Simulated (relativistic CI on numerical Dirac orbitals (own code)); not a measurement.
# K VII: from the plainest model towards the measured levels

Calculated with a relativistic CI code on KLI orbitals (one set per configuration, finite nucleus), adding one ingredient at a time: step 1, Dirac-Coulomb, each configuration alone; step 2, with Breit and QED terms; step 3, with configuration mixing; step 4, with scaled Slater integrals (0.9); step 5, with a P86 correlation estimate; step 6, tied to the ionisation limit. P86 is a density functional for the correlation energy, evaluated here for each configuration and added to its levels. Step 6 is semi-empirical: configurations made of the next ion and one excited electron move by -16414 cm⁻¹, so that their limit matches the tabulated ionisation energy, and those with a non-penetrating f or g electron also take the P86 value of the least penetrating other one.

Configurations in the expansion (outside the closed core [Ne]): 3s2.3p, 3s.3p2, 3s2.3d, 3p3, 3s.3p.3d, 3s2.4s, 3p2.3d, 3s.3p.4s, 3s2.4d, 3s.3d2, 3s2.4f, 3s2.4p, 3s2.5s, 3s.3p.4p, 3s2.5p, 3p.3d2, 3d3, 3d2.4s, 3d2.4d.

Computed minus measured energy above the ground level, in cm⁻¹, for 16 of the 66 excited levels that pair in every step (one J of a term; a digit in brackets numbers repeated terms):

```
Configuration  Term    J  Measured  Step 1  Step 2  Step 3  Step 4  Step 5  Step 6
       3s2.3p   2P°  3/2      3134     167      47     -49     -33     -32     -32
       3s.3p2    4P  1/2    114889  -16611  -16758   -2627    -196     404     404
       3s.3p2    2D  3/2    151884    7956    7737     187     424    1044   -1197
       3s2.3d    2D  3/2    250664  -10944  -11194    7165    3971    4642   -9030
          3p3   2D°  3/2    297788   30743   30404   -1204    2229    3449    3449
          3p3   4S°  3/2    308021  -10559  -10919     381    1512    2757    2757
     3s.3p.3d   4F°  5/2    334828  -17398  -17775    -369    2023    3206    3206
     3s.3p.3d   4P°  5/2    362740  -14302  -14745    1043     585    1770    1771
       3s2.4s    2S  1/2    439322   -1336   -1486    9552    7553   11719   -4393
       3p2.3d    4F  5/2    509610  -13906  -14414    2277    3499    5240    5239
       3p2.3d    2P  3/2    517290   -6765   -7305    1505    2428    4162    4162
     3s.3p.4s   4P°  1/2    566231  -16654  -16883    1260     597    5287    5287
       3s2.4d    2D  3/2    570738    -877   -1134   10510    9766   14184   -2199
       3s.3d2    4F  5/2    590498  -11262  -11860    6256    5690    7343    7343
       3s2.4f   2F°  5/2    608532   -6426   -6689   14785   10922   20098    1066
       3s.3d2    2G  7/2    627835  -10911  -11538   20419   14066   15732   15732
```

Mean absolute errors in cm⁻¹, over all paired levels and for the configurations:

| Configuration, levels | Step 1 | Step 2 | Step 3 | Step 4 | Step 5 | Step 6 |
| --- | --- | --- | --- | --- | --- | --- |
| all, 66 | 12294 | 12526 | 5720 | 3354 | 5080 | 4158 |
| 3s2.3p, 1 | 167 | 47 | 49 | 33 | 32 | 32 |
| 3s.3p2, 8 | 10629 | 10621 | 2642 | 700 | 683 | 723 |
| 3s2.3d, 2 | 10907 | 11181 | 7144 | 3955 | 4627 | 9051 |
| 3p3, 5 | 20167 | 19948 | 1671 | 1788 | 3013 | 3013 |
| 3s.3p.3d, 22 | 13851 | 14166 | 5887 | 2222 | 3431 | 3391 |
| 3s2.4s, 1 | 1336 | 1486 | 9552 | 7553 | 11719 | 4393 |
| 3p2.3d, 15 | 11833 | 12091 | 5353 | 3584 | 5357 | 5366 |
| 3s.3p.4s, 3 | 16591 | 16879 | 1265 | 599 | 5289 | 5288 |
| 3s2.4d, 2 | 926 | 1192 | 10685 | 9940 | 14198 | 2239 |
| 3s.3d2, 5 | 11112 | 11747 | 11916 | 9034 | 10692 | 10692 |
| 3s2.4f, 2 | 6418 | 6682 | 14786 | 10925 | 20101 | 1068 |

Measured levels: Sansonetti, J. Phys. Chem. Ref. Data 37, 7 (2008).

The mean absolute error is lowest at step 4 (3354 cm⁻¹), and the largest single drop is from step 2 to 3 (12526 to 5720). The Breit and QED terms change the top of the ground term (measured 3134) from 3301 to 3181. Mixing lowers the ground level by 18120, with 3p3 as its largest admixture; relative to it the configurations that move most are 3s.3d2 by +23663, 3s2.4f by +21468, 3s.3p.3d by +18748. Configurations whose own partners of that kind are not in the list rise by much of that lowering, so a short list can trade one imbalance for another. The P86 estimate moves 3s2.4f by +9176, 3s.3p.4s by +4690, 3s2.4d by +4258, and takes the mean absolute error of the excited configurations from 3405 to 5158; it adds to levels that were already too high. Step 6 takes that error from 5158 to 4221; the error more than halves for 3s2.4s, 3s2.4d; 3s2.4f gains from the shift and the changed P86 value together; it grows for 3s2.3d. The shift fits the limit, so it does little for low levels whose errors differ from those near the limit.
